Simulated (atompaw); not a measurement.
**u(r) = r·R(r): atom against pseudo-atom (titanium (Ti))**

Columns: radius, all-electron u(r) and pseudo u(r) of the 3d shell (level -5.49 eV) of titanium in the configuration [Ar] 3d2 4s1 4p1; PBE, scalar-relativistic, PAW (atompaw) scheme, atompaw 4.2.0.5.

```tsv
r (bohr)	all-electron	pseudo
0.115	0.0440	0.0003
0.231	0.1865	0.0027
0.346	0.3570	0.0089
0.462	0.5104	0.0205
0.577	0.6274	0.0383
0.692	0.7084	0.0628
0.808	0.7563	0.0942
0.923	0.7765	0.1310
1.038	0.7767	0.1723
1.154	0.7625	0.2166
1.269	0.7390	0.2612
1.385	0.7092	0.3046
1.500	0.6763	0.3441
1.615	0.6417	0.3781
1.731	0.6064	0.4055
1.846	0.5718	0.4247
1.962	0.5378	0.4357
2.077	0.5054	0.4384
2.192	0.4744	0.4337
2.308	0.4449	0.4225
2.423	0.4172	0.4064
2.538	0.3912	0.3869
2.654	0.3666	0.3654
2.769	0.3437	0.3435
2.885	0.3220	0.3220
3.000	0.3017	0.3017
```

Q: How many radial nodes do the two functions have?

A: The all-electron 3d function has n − l − 1 = 0; the pseudo-wave has 0.

Q: Is the pseudo-wave norm-conserving?

A: No, it belongs to a PAW set: the norm inside the radius is not constrained, and the difference is carried by the augmentation charge.
